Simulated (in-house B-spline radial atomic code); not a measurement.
Ionising the titanium ion Ti⁵⁺ with different functionals

Computed with a B-spline radial code for spherical atoms: non-relativistic Hamiltonian, point nucleus, spin-polarised at highest spin, spherical fractional occupations for the functionals, the average over the highest-spin determinants for Hartree-Fock. The ionisation energy is the difference of two self-consistent energies, [Ne] 3s2 3p5 → [Ne] 3s2 3p4, without Breit or QED terms; ε is the level of the shell that loses the electron (its least bound occupied spin orbital).

Hybrids are left out here: with spherical fractional occupations of an open shell their exact exchange keeps a self-interaction that integer-occupation calculations don't have.

```json
{"method": "Hartree-Fock", "rung": "Hartree-Fock", "ΔSCF (eV)": "117.97", "-ε(3p) (eV)": "118.91"}
{"method": "LDA VWN5", "rung": "LDA", "ΔSCF (eV)": "119.71", "-ε(3p) (eV)": "109.40"}
{"method": "LDA PW92", "rung": "LDA", "ΔSCF (eV)": "119.71", "-ε(3p) (eV)": "109.39"}
{"method": "LDA exchange-only", "rung": "LDA", "ΔSCF (eV)": "117.56", "-ε(3p) (eV)": "107.36"}
{"method": "PBE", "rung": "GGA", "ΔSCF (eV)": "119.54", "-ε(3p) (eV)": "109.30"}
{"method": "PBEsol", "rung": "GGA", "ΔSCF (eV)": "?", "-ε(3p) (eV)": "?"}
{"method": "BLYP", "rung": "GGA", "ΔSCF (eV)": "119.39", "-ε(3p) (eV)": "109.14"}
{"method": "RPBE", "rung": "GGA", "ΔSCF (eV)": "119.50", "-ε(3p) (eV)": "109.28"}
{"method": "PW91", "rung": "GGA", "ΔSCF (eV)": "119.68", "-ε(3p) (eV)": "109.43"}
{"method": "BP86", "rung": "GGA", "ΔSCF (eV)": "119.69", "-ε(3p) (eV)": "109.42"}
{"method": "AM05", "rung": "GGA", "ΔSCF (eV)": "119.47", "-ε(3p) (eV)": "109.21"}
{"method": "OLYP", "rung": "GGA", "ΔSCF (eV)": "?", "-ε(3p) (eV)": "?"}
{"method": "TPSS", "rung": "meta-GGA", "ΔSCF (eV)": "119.65", "-ε(3p) (eV)": "109.48"}
{"method": "SCAN", "rung": "meta-GGA", "ΔSCF (eV)": "119.77", "-ε(3p) (eV)": "109.82"}
{"method": "r2SCAN", "rung": "meta-GGA", "ΔSCF (eV)": "119.71", "-ε(3p) (eV)": "109.76"}
{"method": "M06-L", "rung": "meta-GGA", "ΔSCF (eV)": "119.72", "-ε(3p) (eV)": "109.88"}
{"method": "revTPSS", "rung": "meta-GGA", "ΔSCF (eV)": "119.54", "-ε(3p) (eV)": "109.39"}
```

What does PBEsol give?

ΔSCF 119.46 eV, and -ε(3p) = 109.21 eV.

What does OLYP give?

ΔSCF 119.67 eV, and -ε(3p) = 109.51 eV.

How do they compare with the NIST value?

NIST lists 119.53 eV ± 0.025 (semi-empirical, ground level to ground level). Errors run from -1.98 to +0.24 eV; revTPSS is closest (+0.01 eV), though others lie within the uncertainty of it, and part of that can be cancellation, since the calculations leave out relativity, Breit-QED terms, multiplet and fine-structure energies. Hartree-Fock also lacks correlation.
